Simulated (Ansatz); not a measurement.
Several settings on one geometry of Zn2Se⁺ (that of the charge 1 doublet, r2SCAN-D4/def2-TZVP). Ansatz on 4 threads of Arm Neoverse V1 on a shared host; times are rough.

Cartesian coordinates in Å:
```
Zn -0.405 -1.712 0.837
Zn -0.443 1.784 -0.646
Se 0.848 -0.072 -0.191
```

Totals from different functionals, basis sets or treatments of relativity can't be compared as stabilities.

Correlated methods freeze 19 core orbitals; core or outer-core shells of Se are correlated, in sets that lack core-valence functions.

The spins typed aren't always the lowest for that charge.

Q: Give the basis size and estimate the energy, ⟨S²⟩ and time of these runs.

```
run                   method  charge    state                                                                                          further keys
  1         RHF, rpa/cc-pVDZ       2  singlet                                                           scf: {omitted_lower_state_checks: [starts]}
  2  UKS ωB97X-V/aug-cc-pVDZ       1  doublet  point_charges: [{charge: 0.50, position_ang: [4.516, 0.544, 0.642]}]; scf: {lower_state_search: off}
  3    UKS B3LYP5/def2-TZVPD       1  quartet         final_grid: {core_spheres: 5, valence_spheres: 4, degree: 11}; scf: {lower_state_search: off}
```

A: 
```tsv
run	functions	energy (Eh)	⟨S²⟩	wall time
1	113	-5956.1135	–	2.7 s
2	154	-5959.5208	0.78	20 s
3	159	-5959.8031	3.76	1.9 s
```
